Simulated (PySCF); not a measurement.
Ionisation energy of Xe³⁵⁺ by level of theory

Xe³⁵⁺ [Ar] 3d1 (2D) → Xe³⁶⁺ [Ar] (1S), as a difference of total energies. All numbers are calculated (PySCF 2.14, the spin-free X2C one-electron Hamiltonian (Gaussian nucleus), in an even-tempered Gaussian basis (18 s from 5.6 bohr⁻², ratio 2.5; 12 p from 7.3 bohr⁻², ratio 2.5; 7 d from 7.3 bohr⁻², ratio 2.5; 4 f from 25 bohr⁻², ratio 2.7; 3 g from 38 bohr⁻², ratio 2.7)). Correlated levels: outer shells: [Ne] frozen; virtual orbitals above 40 to 60 times the deepest correlated orbital energy dropped. The calculations carry no spin-orbit coupling.

```csv
method,ionisation energy (eV)
UHF,2290.4
LDA,2291.4
PBE,2292.3
PBE0,2292.2
r2SCAN,2292.8
r2SCANh,2292.7
M06,2290.0
MP2 (outer shells),2290.3
SCS-MP2 (outer shells),2290.2
```

A first-order spin-orbit estimate (lowest level to lowest level, LS coupling) adds 10.066 eV.

Breit and QED terms and the two-electron picture change are absent.

First order in ζ underestimates the shift of j = l − 1/2 levels at high Z.

For comparison: 2300 ± 5 eV (theoretical estimate listed by NIST; NIST Atomic Spectra Database, ionization energies).
